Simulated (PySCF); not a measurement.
An unknown gives this computed stick spectrum. Method: PySCF 2.14.0, density-fitted response routines, TDDFT B3LYP/def2-SVPD, vertical, gas phase, core orbitals frozen in the response. Geometries: GFN2-xTB, one conformer each.

```json
{"state": "S1", "E (eV)": "4.59", "λ (nm)": "270.3", "f": "0.0000"}
{"state": "S2", "E (eV)": "6.22", "λ (nm)": "199.4", "f": "0.284"}
{"state": "S3", "E (eV)": "6.82", "λ (nm)": "181.8", "f": "0.0001"}
{"state": "S4", "E (eV)": "7.22", "λ (nm)": "171.7", "f": "0.0008"}
{"state": "S5", "E (eV)": "7.28", "λ (nm)": "170.3", "f": "0.048"}
{"state": "S6", "E (eV)": "7.57", "λ (nm)": "163.8", "f": "0.0065"}
{"state": "S7", "E (eV)": "7.90", "λ (nm)": "157.0", "f": "0.0001"}
{"state": "S8", "E (eV)": "8.17", "λ (nm)": "151.8", "f": "0.0002"}
```

Triplets computed (Tamm–Dancoff): 3.70, 4.19, 5.82 eV.

Question: Which candidate is it?
A. `O=C(O)c1ccccc1`
B. `[Si]1(C)(C(F)=C)[SiH2]O[SiH2]1`
C. `C(F)(F)(F)/C=C\C(F)=O`

Answer: C. Its S1, at 4.59 eV, is the lowest among the candidates; the nearest of the others has S1 at 4.85 eV. S1 is HOMO→LUMO (98%). Löwdin shares by element: HOMO oxygen 66%, carbon 16% or more, fluorine 11% or more; LUMO carbon 67% or more, oxygen 15% (atoms not listed hold the other 19%). At the same level the other candidates give, for their lowest levels:
- `C=C(F)[Si]1(C)[SiH2]O[SiH2]1`: 5.10 eV (f 0.082); 5.41 eV (f 0.000); 5.53 eV (f 0.002); 5.74 eV (f 0.343); 5.82 eV (f 0.007); T1 4.12 eV; HOMO -7.07, LUMO -1.22 eV
- `O=C(O)c1ccccc1`: 4.85 eV (f 0.000); 4.97 eV (f 0.019); 5.48 eV (f 0.232); 6.38 eV (f 0.000); 6.50 eV (f 0.141); T1 3.85 eV; HOMO -7.50, LUMO -1.77 eV

Conformer computed: `[O:1]=[C:2]([F:3])/[CH:4]=[CH:5]\[C:6]([F:7])([F:8])[F:9]`: O1–C2–C4–C5 0°, C4–C5–C6–F7 180°.
